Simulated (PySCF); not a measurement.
C₃H₆BFO₂.
Numbering: `[CH2:1]=[CH:2][O:3][B:4]([F:5])[O:6][CH3:7]` (hydrogens: H8, H9 on C1; H10 on C2; H11, H12, H13 on C7)

Structure used (PBE0-D3(BJ)/def2-SVP), in Å, numbered top down from 1:
```xyz
13
C3H6BFO2 angstrom
C      2.5366   -0.5105   -0.7843
C      1.7029    0.2192   -0.0486
O      0.3692   -0.0384   -0.0067
B     -0.5189    0.7076    0.7129
F     -0.0990    1.7572    1.4156
O     -1.8258    0.4085    0.7312
C     -2.3693   -0.6827    0.0296
H      2.1758   -1.3454   -1.3886
H      3.6010   -0.2759   -0.7873
H      2.0346    1.0615    0.5680
H     -3.2122   -0.3300   -0.5832
H     -2.7513   -1.4267    0.7458
H     -1.6250   -1.1637   -0.6219
```

Computed, not measured: PySCF 2.14.0, PBE0-D3(BJ)/def2-SVP geometry optimisation, gas phase.

Take the most abundant isotopes and a rigid rotor. The values belong to one conformer with, in the numbering `[CH2:1]=[CH:2][O:3][B:4]([F:5])[O:6][CH3:7]`, C1–C2–O3–B4 -178°, C2–O3–B4–F5 1°, O3–B4–O6–C7 0°.

What are A, B and C (MHz)?

Ia = 111.54, Ib = 295.41, Ic = 403.72 u·Å²; 505379 MHz·u·Å²/I gives A = 4531, B = 1711, C = 1252 MHz.

What kind of rotor is it?

An asymmetric top. Ray's parameter κ = (2B − A − C)/(A − C) = -0.720; −1 is the prolate and +1 the oblate limit.

Is it planar, by Δ = Ic − Ia − Ib?

Not planar: Δ = Ic − Ia − Ib = -3.23 u·Å². For a rigid frame Δ = −2 Σ m c², so Σ m c² = 1.61 u·Å² lies off the ab plane: 1.61 from hydrogen and 0.01 from heavier atoms. The atom farthest from that plane is 0.96 Å away.

Give the other two planar moments, Paa and Pbb, and the rms extents of the mass along the axes.

Paa = Σ m a² = (Ib + Ic − Ia)/2 = 293.79 and Pbb = Σ m b² = (Ia + Ic − Ib)/2 = 109.93 u·Å². With the mass M = 104.04 u, the rms extents √(P/M) along a, b and c are 1.68, 1.03, 0.12 Å.

Predict some low-J microwave lines.

The dipole components are |μa| = 0.29 D, |μb| = 1.58 D, |μc| = 0.03 D. The squared components, which scale the intensities, stand as 0.03 : 1.00 : 0.00 (a : b : c). Some of the stronger lines:

```json
{"type": "b", "branch": "R", "J(Ka,Kc)": "2(0,2) ← 1(1,1)", "MHz": "3053", "lower level (cm⁻¹)": "0.193"}
{"type": "b", "branch": "Q", "J(Ka,Kc)": "1(1,0) ← 1(0,1)", "MHz": "3279", "lower level (cm⁻¹)": "0.099"}
{"type": "b", "branch": "Q", "J(Ka,Kc)": "2(1,1) ← 2(0,2)", "MHz": "3790", "lower level (cm⁻¹)": "0.295"}
{"type": "b", "branch": "R", "J(Ka,Kc)": "4(1,3) ← 3(2,2)", "MHz": "4847", "lower level (cm⁻¹)": "1.000"}
{"type": "b", "branch": "R", "J(Ka,Kc)": "1(1,1) ← 0(0,0)", "MHz": "5783", "lower level (cm⁻¹)": "0.000"}
{"type": "b", "branch": "Q", "J(Ka,Kc)": "4(1,3) ← 4(0,4)", "MHz": "5930", "lower level (cm⁻¹)": "0.964"}
{"type": "b", "branch": "R", "J(Ka,Kc)": "3(0,3) ← 2(1,2)", "MHz": "6273", "lower level (cm⁻¹)": "0.375"}
{"type": "b", "branch": "Q", "J(Ka,Kc)": "4(2,2) ← 4(1,3)", "MHz": "7697", "lower level (cm⁻¹)": "1.162"}
{"type": "b", "branch": "Q", "J(Ka,Kc)": "3(2,1) ← 3(1,2)", "MHz": "8060", "lower level (cm⁻¹)": "0.739"}
{"type": "b", "branch": "Q", "J(Ka,Kc)": "2(2,0) ← 2(1,1)", "MHz": "8512", "lower level (cm⁻¹)": "0.421"}
{"type": "b", "branch": "R", "J(Ka,Kc)": "4(0,4) ← 3(1,3)", "MHz": "9474", "lower level (cm⁻¹)": "0.648"}
{"type": "b", "branch": "Q", "J(Ka,Kc)": "2(2,1) ← 2(1,2)", "MHz": "9837", "lower level (cm⁻¹)": "0.375"}
{"type": "b", "branch": "Q", "J(Ka,Kc)": "3(2,2) ← 3(1,3)", "MHz": "10556", "lower level (cm⁻¹)": "0.648"}
{"type": "b", "branch": "R", "J(Ka,Kc)": "3(1,3) ← 2(0,2)", "MHz": "10581", "lower level (cm⁻¹)": "0.295"}
{"type": "b", "branch": "R", "J(Ka,Kc)": "4(1,4) ← 3(0,3)", "MHz": "12735", "lower level (cm⁻¹)": "0.584"}
{"type": "b", "branch": "Q", "J(Ka,Kc)": "4(3,1) ← 4(2,2)", "MHz": "14703", "lower level (cm⁻¹)": "1.418"}
{"type": "b", "branch": "R", "J(Ka,Kc)": "2(2,1) ← 1(1,0)", "MHz": "14845", "lower level (cm⁻¹)": "0.208"}
{"type": "b", "branch": "Q", "J(Ka,Kc)": "3(3,0) ← 3(2,1)", "MHz": "15029", "lower level (cm⁻¹)": "1.008"}
{"type": "b", "branch": "Q", "J(Ka,Kc)": "3(3,1) ← 3(2,2)", "MHz": "15279", "lower level (cm⁻¹)": "1.000"}
{"type": "b", "branch": "R", "J(Ka,Kc)": "2(2,0) ← 1(1,1)", "MHz": "15355", "lower level (cm⁻¹)": "0.193"}
{"type": "b", "branch": "R", "J(Ka,Kc)": "3(2,2) ← 2(1,1)", "MHz": "17348", "lower level (cm⁻¹)": "0.421"}
{"type": "b", "branch": "R", "J(Ka,Kc)": "3(2,1) ← 2(1,2)", "MHz": "18979", "lower level (cm⁻¹)": "0.375"}
{"type": "b", "branch": "Q", "J(Ka,Kc)": "4(4,0) ← 4(3,1)", "MHz": "21239", "lower level (cm⁻¹)": "1.909"}
{"type": "b", "branch": "Q", "J(Ka,Kc)": "4(4,1) ← 4(3,2)", "MHz": "21264", "lower level (cm⁻¹)": "1.908"}
{"type": "b", "branch": "R", "J(Ka,Kc)": "3(3,1) ← 2(2,0)", "MHz": "24115", "lower level (cm⁻¹)": "0.705"}
{"type": "b", "branch": "R", "J(Ka,Kc)": "4(3,2) ← 3(2,1)", "MHz": "26969", "lower level (cm⁻¹)": "1.008"}
{"type": "b", "branch": "R", "J(Ka,Kc)": "4(3,1) ← 3(2,2)", "MHz": "27248", "lower level (cm⁻¹)": "1.000"}
```

No PBE0-D3(BJ)/def2-SVP frequencies stand behind this structure, so it isn't proved a minimum. No vibrational averaging or centrifugal distortion is included, and the geometry carries the error of its method. A rigid rotor knows nothing of internal rotation, which can split or shift real lines. Quadrupole hyperfine structure (11B) is left out.

The run took 55 s wall on one thread of an Arm Neoverse V1, shared host, and the process peaked at 0.51 GiB of memory. This is the geometry optimisation.
